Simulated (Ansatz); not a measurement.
Reaction (hydrogenolysis of the Si–Br bond): `C[Si]Br` + H₂ → `C[SiH]` + HBr

Program: Ansatz. Geometries: PBE0-D4/def2-TZVP. ΔE: electronic, gas phase. CBS: MP2 limit from def2 TZ/QZ plus the TZ coupled-cluster correction, frozen cores. This one scheme is used for every species. Functionals use def2-TZVPP. B3LYP here is the variant with VWN-RPA as its local correlation; programs differ in this. For Br outer-core shells are correlated without core-valence functions, which leaves a few kJ/mol of doubt a bond. Scalar relativity is left out up to krypton.

(1) Is it downhill or uphill in electronic energy at CCSD(T)/CBS, and by how much? (An estimate is asked.)

(2) What do these levels give: CAM-B3LYP-D4, B3LYP, HF/def2-SVP, HF/def2-TZVPP, CCSD/def2-TZVPP, MP2/def2-QZVPP? (Best estimate.)

(3) What do rigid-rotor, harmonic-oscillator terms from PBE0-D4/def2-TZVP frequencies (298.15 K, 1 bar) make of the CCSD(T)/CBS value? (Best estimate.)

Largest T1 diagnostic among the species: 0.012.

Answers

(1) Computed: Uphill: ΔE = +1.33 eV.

(2) The calculation gave: CAM-B3LYP-D4 1.26, B3LYP 1.26, HF/def2-SVP 0.98, HF/def2-TZVPP 1.11, CCSD/def2-TZVPP 1.18, MP2/def2-QZVPP 1.43 eV.

(3) Computed: ΔZPE = +0.03 eV, ΔH = +1.34 eV, ΔS = 20 J/(mol·K), ΔG = +1.28 eV.

Leaving LDA and LC-ωPBE aside and taking each functional with its dispersion term where it has one, the values, not all of them listed here, spread over 0.15 eV, from CAM-B3LYP-D4 to r2SCAN-D4. From r2SCAN to r2SCAN0 (25 % exact exchange), in def2-TZVPP and without D4, ΔE moves by −0.04 eV. The D4 term adds +0.08 eV with B3LYP and +0.04 eV with PBE0; it sums over pairs of atoms, weighted by their polarisabilities, and B3LYP, whose exchange is more repulsive, gets the larger term.
